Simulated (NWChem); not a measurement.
Molecule: diantimony (Sb2); SMILES [Sb]#[Sb]

```xyz
2

Sb     0.0000     0.0000     1.2391
Sb     0.0000     0.0000    -1.2391
```
Atoms are numbered in this order, from 1.

Level: PBE0/def2-SVP with def2 effective core potentials on Sb (NWChem), optimised geometry, unscaled harmonic frequencies. def2 effective core potentials on Sb; no spin-orbit coupling.

```
frequency (cm⁻¹)  IR intensity (km/mol)
----------------  ---------------------
300                                 0.0
```

| Item | Value |
|---|---|
| zero-point energy | 0.4 kcal/mol |
| thermal correction to the enthalpy at 298.15 K (with zero-point energy) | 2.8 kcal/mol |
| heat capacity Cv | 6.6 cal/(mol K) |
| entropy at 298.15 K and 1 atm (symmetry number 2) | 61.1 cal/(mol K) |

Rigid rotor and harmonic oscillator.
